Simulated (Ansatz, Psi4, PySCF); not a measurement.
H8LiO4, charge +1, singlet, geometry from GFN2-xTB (such geometries of metal compounds can be far from the true shape). Base run: BHANDHLYP/STO-3G (PySCF).

Input for PySCF:
```python
from pyscf import gto, scf, dft

mol = gto.M(
    atom='''
Li   -0.000000   -0.000000    0.000000
O     1.564741   -0.337639   -0.978859
H     1.817439    0.064813   -1.812666
H     2.295876   -0.912095   -0.741082
O     0.452575    0.320102    1.792566
H     1.152566    0.882117    2.132048
H     0.050019   -0.081047    2.565925
O    -0.874468    1.501844   -0.707354
H    -1.377065    1.561049   -1.522822
H    -0.943360    2.368963   -0.301872
O    -1.142848   -1.484307   -0.106352
H    -2.071378   -1.531070    0.131856
H    -0.924098   -2.352729   -0.451387
''',
    basis='sto-3g',
    charge=1,
    spin=0,
    verbose=4,
)

mf = dft.RKS(mol)
mf.xc = 'bhandhlyp'
mf.kernel()
```

The same geometry, method and basis name were run in Ansatz (an electronic-structure program) and Psi4 and PySCF, at each program's defaults and at the settings that a row names. The base is PySCF at its defaults. Differences at the defaults can come from grids, fitting, cores and function types together.

```csv
code and settings,ΔE vs base (µEh),basis functions,E (Eh),SCF cycles
"PySCF, defaults (exact integrals, its default grid, spherical functions)",0.0,33,-308.77725,7
"Psi4, defaults (density fitting with its default set, its default grid, spherical functions)",-1135,33,-308.77838,6
"Ansatz, defaults (factorised integrals, its default grid, spherical functions)",32.5,33,-308.77721,-
"PySCF, density fitting with def2-universal-jkfit",-1148,33,-308.77839,7
"PySCF, fine grid",13.4,33,-308.77723,7
"Psi4, exact integrals, spherical functions, fine grid",15.3,33,-308.77723,7
"Ansatz, high accuracy",12.0,33,-308.77723,-
```
